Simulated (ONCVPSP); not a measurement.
## What one change does to a pseudopotential (Cd (Z = 48), ONCV)

ONCVPSP 4.0.1 input, shortened (lines: element, Z, core and valence counts, functional; n l f; lmax; l rc ep ncon nbas qcut; lloc lpopt rc5 dvloc0; l nproj debl; icmod fcfact rcfact), PBEsol, scalar-relativistic:

```
  Cd 48.00    6    4  -116133      upf
    1    0    2.00
    2    0    2.00
    2    1    6.00
    3    0    2.00
    3    1    6.00
    3    2   10.00
    4    0    2.00
    4    1    6.00
    4    2   10.00
    5    0    1.00
    2
    0    1.70    0.00    3    6    8.00
    1    1.05    0.00    5    8    8.50
    2    1.05    0.00    5    9   15.60
    2    5    1.05    0.00
    0    2    3.40
    1    1    1.80
    2    0    2.80
    0    0.00    0.00
```

All-electron outer shells of the reference configuration (PBEsol, scalar-relativistic, ld1.x):

```
shell  level (eV)  outermost node (bohr)  outermost maximum (bohr)
   3d     -402.42                      –                      0.27
   4s     -114.66                   0.43                      0.79
   4p      -75.76                   0.43                      0.84
   4d      -20.52                   0.42                      0.98
   5s      -13.08                   1.06                      2.23
```

Change: p: qcut 8.2.

Cutoffs: the cutoffs (Ha) at which the residual kinetic energy of the hardest occupied pseudo-wave falls to 1 and 0.1 mHa per electron; they do not see the model core or the augmentation charge, which bear on the density cutoff. Errors are all-electron minus pseudo energies relative to the spin-unpolarised reference configuration.

Task: What does the change do?

Result: The potential gets neither clearly harder nor softer (140 Ha and 174 Ha → 145 Ha and 176 Ha); the errors of the 4 common tests hardly move; neither file shows a bound ghost.

```csv
quantity,base,changed
"cutoff, loose",140 Ha,145 Ha
"cutoff, tight",174 Ha,176 Ha
loose cutoff by channel,"s 19 Ha, p 140 Ha, d 55 Ha","s 19 Ha, p 145 Ha, d 55 Ha"
bound ghosts,none,none
GHOST(+) flags under 300 eV,none,none
"error for 4s2 4p6 4d10 5s2, meV [ΔE -9.31 eV]",+1.3,+1.2
"error for 4s2 4p6 4d10 5s0, meV [ΔE 17.10 eV]",-3.6,-3.6
"error for 4s2 4p6 4d9 5s0, meV [ΔE 55.09 eV]",-6.3,-6.2
"error for 4s2 4p6 4d10 5s1 5p1, meV [ΔE -4.58 eV]",+14,+15
s: phases at 1.73 bohr within 0.05 rad from the reference energy up to (Ha; the scan ends near 5),4.8,4.8
p: phases at 1.06 bohr within 0.05 rad from the reference energy up to (Ha; the scan ends near 5),to the end of the scan,to the end of the scan
d: phases at 1.06 bohr within 0.05 rad from the reference energy up to (Ha; the scan ends near 5),to the end of the scan,to the end of the scan
```
